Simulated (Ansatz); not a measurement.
Consider the ligand exchange at the Al–S bond: `[SiH3][AlH][S][SiH3]` + silanol → `[SiH3][O][AlH][SiH3]` + `[SiH3]S`.

Program: Ansatz. Geometries: PBE0-D4/def2-TZVP. ΔE: electronic, gas phase. CCSD(T)/CBS adds triple-zeta CCSD(T) − MP2 to the extrapolated MP2 energy (def2 sets, frozen cores). DFT in def2-TZVPP. B3LYP here is the variant with VWN-RPA as its local correlation; programs differ in this. Each species was taken in one conformer, which may not be the lowest.

`[SiH3][AlH][S][SiH3]`:

Cartesian coordinates in Å:
```
Si -1.237 1.052 -0.959
Al 1.211 0.913 -0.878
S 2.213 -0.505 0.450
Si 0.523 -1.446 1.360
H -1.843 0.974 0.399
H -1.676 2.332 -1.584
H -1.799 -0.065 -1.770
H 2.195 1.794 -1.750
H -0.540 -1.717 0.358
H 0.996 -2.730 1.933
H -0.044 -0.602 2.441
```

`O[SiH3]`:

Cartesian coordinates in Å:
```
O 1.027 0.117 0.757
Si -0.382 0.042 -0.093
H 1.816 -0.241 0.348
H -0.290 0.789 -1.378
H -1.412 0.657 0.774
H -0.760 -1.364 -0.408
```

`[SiH3][O][AlH][SiH3]`:

```xyz
11

Si   -0.833    0.476    2.201
O    -0.886    0.655    0.587
Al   -0.598    0.544   -1.071
Si    1.267   -0.856   -1.826
H     0.182   -0.545    2.585
H    -0.474    1.769    2.841
H    -2.162    0.039    2.705
H    -1.556    1.376   -2.019
H     1.699   -1.828   -0.783
H     0.914   -1.623   -3.054
H     2.446   -0.007   -2.166
```

`[SiH3]S`:

Z-matrix (Å, degrees):
```
Si
S 1 2.137
H 1 1.485 2 111.6
H 1 1.485 2 111.6 3 -122.0
H 1 1.482 2 104.8 3 119.0
H 2 1.344 1 94.7 3 60.9
```

**Question.** Is it downhill or uphill in electronic energy at CCSD(T)/CBS, and by how much? (Best estimate.)

**Answer.** The calculation gave: Downhill: ΔE = -32.2 kJ/mol.

**Question.** What do these levels give: PBE-D4, B3LYP-D4, MP2/def2-TZVPP, SCS-MP2/def2-TZVPP, HF/def2-QZVPP, HF/CBS(def2)? (Best estimate.)

**Answer.** The calculation gave: PBE-D4 -21.9, B3LYP-D4 -38.4, MP2/def2-TZVPP -32.3, SCS-MP2/def2-TZVPP -39.7, HF/def2-QZVPP -56.4, HF/CBS(def2) -56.8 kJ/mol.

Largest T1 diagnostic among the species: 0.013.

The D4 term adds +7.8 kJ/mol with B3LYP and +4.2 kJ/mol with PBE0; it sums over pairs of atoms, weighted by their polarisabilities, and B3LYP, whose exchange is more repulsive, gets the larger term. In def2-TZVPP, CCSD(T) changes the Hartree–Fock value by +18.1 kJ/mol (the triples alone add +4.5 kJ/mol) and MP2 by +21.6 kJ/mol.
